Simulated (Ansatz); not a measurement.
Reaction (cleavage of the Si–Si bond): `O[SiH]([SiH3])[O][AlH2]` + HI → `[SiH3]I` + `O[SiH2][O][AlH2]`

Isolated molecules relaxed with PBE0-D4/def2-TZVP in Ansatz; ΔE leaves out vibrations. CCSD(T)/CBS is the MP2 limit (def2-TZVPP, def2-QZVPP) plus CCSD(T) − MP2 in def2-TZVPP, frozen cores. DFT in def2-TZVPP. def2 core potentials past Kr. For I outer-core shells are correlated without core-valence functions, which leaves a few kJ/mol of doubt a bond. One conformer a species, not always the lowest.

```csv
level,ΔE (eV)
PBE-D4,-0.80
CAM-B3LYP-D4,-0.90
r2SCAN,-0.93
CCSD/def2-SVP,-0.89
HF/def2-TZVPP,-1.13
HF/def2-QZVPP,-1.15
SCS-MP2/def2-QZVPP,-1.09
CCSD/CBS(def2),-1.01
```

(1) What does CCSD(T)/CBS give? (Estimate.)

(2) What do rigid-rotor, harmonic-oscillator terms from PBE0-D4/def2-TZVP frequencies (298.15 K, 1 bar) make of the CCSD(T)/CBS value? (Best estimate.)

Largest T1 diagnostic among the species: 0.013.

Answers

(1) Computed: -0.99 eV. The listed levels differ from it by 0.19, 0.09, 0.06, 0.10, -0.14, -0.16, -0.10, -0.02 eV.

(2) Computed: ΔZPE = +0.09 eV, ΔH = -0.93 eV, ΔS = 0 J/(mol·K), ΔG = -0.93 eV. Modes under 50 cm⁻¹ make the entropy rough.

From PBE to PBE0 (25 % exact exchange), in def2-TZVPP and without D4, ΔE moves by −0.07 eV. Leaving LDA and LC-ωPBE aside and taking each functional with its dispersion term where it has one, the values, not all of them listed here, spread over 0.21 eV, from PBE-QIDH to revPBE-D4. LDA lies +0.06 eV from PBE without D4. In def2-TZVPP, CCSD(T) changes the Hartree–Fock value by +0.22 eV (the triples alone add +0.02 eV) and MP2 by +0.07 eV.
